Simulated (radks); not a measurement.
Tm57+, 12 electrons, occupied as [Ne] 3s2. Calculated with a radial shooting solver on a logarithmic mesh with Libxc functionals: scalar-relativistic Kohn-Sham, PBE, spin-unpolarised, spherical densities, point nucleus.

Normalised radial functions P(r) = r R(r), r in bohr:

r	2s
0.001247	0.6739
0.001395	0.7339
0.001547	0.7934
0.001731	0.8617
0.001921	0.9288
0.002148	1.0050
0.002384	1.0793
0.002666	1.1625
0.002958	1.2425
0.003283	1.3243
0.003672	1.4135
0.004074	1.4962
0.004557	1.5836
0.005056	1.6613
0.005656	1.7390
0.006275	1.8029
0.007019	1.8595
0.007788	1.8973
0.008711	1.9176
0.009666	1.9131
0.01081	1.8779
0.012	1.8121
0.01331	1.7094
0.01489	1.5524
0.01652	1.3593
0.01848	1.0966
0.0205	0.8003
0.02293	0.4249
0.02545	0.0273
0.02846	-0.4468
0.03158	-0.9193
0.03533	-1.4471
0.0392	-1.9364
0.04349	-2.4038
0.04865	-2.8565
0.05398	-3.2046
0.06038	-3.4757
0.067	-3.6118
0.07494	-3.6206
0.08315	-3.4987
0.093	-3.2372
0.1032	-2.8941
0.1154	-2.4498
0.1281	-2.0040
0.1433	-1.5293
0.159	-1.1263
0.1764	-0.7828
0.1973	-0.4926
0.2189	-0.2978
0.2448	-0.1586
0.2717	-0.0808
0.3039	-0.0351
0.3372	-0.0145
0.3771	-0.0049
0.4185	-0.0016
0.4681	-0.0004
0.5194	-0.0001
0.5809	0.0000
0.6446	0.0000

2s: eigenvalue -14333.4 eV, 1 radial node at r = 0.0256 bohr, <r> = 0.0836 bohr, 90 % of the charge inside 0.129 bohr.
